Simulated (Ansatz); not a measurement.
Ansatz (a first-principles code) input (PBE0/6-31G*):

Ansatz 0.2 input:
```yaml
crystal:
  periodic: [false, false, false]
  atoms:
    - {symbol: C, position_ang: [-1.55149257, 0.16595615, 0.16074358]}
    - {symbol: Si, position_ang: [0.22174513, -0.40577831, 0.17110351]}
    - {symbol: N, position_ang: [1.23842245, 0.79991366, -0.60193706]}
    - {symbol: H, position_ang: [-1.65418994, 1.11094005, 0.69738178]}
    - {symbol: H, position_ang: [-2.20248089, -0.57000894, 0.63741576]}
    - {symbol: H, position_ang: [-1.90051002, 0.31871737, -0.86218003]}
    - {symbol: H, position_ang: [0.36501852, -1.69544334, -0.56074864]}
    - {symbol: H, position_ang: [0.70093320, -0.61506360, 1.56607633]}
    - {symbol: H, position_ang: [2.22679560, 0.53662235, -0.62429643]}
basis:
  gaussian:
    orbitals: 6-31G*
hamiltonian:
  xc: {name: PBE0}
magnetization: {spin_polarized: true, initial_magnetization: 1}
```

End of the output:

```
integrals: 0.02 GiB planned
636 factors; integrals over basis functions are off by at most 1.1e-3 eV
0.13 GiB of the device are held for the grids
0.58 GiB of device memory are held for the factors and their scratch space
mean field: 0.16 GiB planned
mean field evaluation 1: about -10487.3856 eV, gradient 3.8e1 eV
mean field evaluation 2: about -10481.9833 eV, gradient 4.9e1 eV
mean field evaluation 4: about -10493.9759 eV, gradient 3.2e0 eV
mean field evaluation 8: about -10494.0369 eV, gradient 1.1e-1 eV
mean field evaluation 16: about -10494.0371 eV, gradient 3.1e-5 eV
mean field -10494.03707848 eV, -385.6487495205 hartree, gradient 3.1e-5 eV, S^2 0.753656; 1 other end points of the search recorded, 0 dependent functions left out
reference -10494.03709901 eV, -385.6487502748 hartree; 17, 16 occupied and 44, 45 virtual orbitals, 636 factors
Total energy: -10494.03709901 eV, -385.6487502748 hartree
```

It need not be the lowest isomer of its formula.
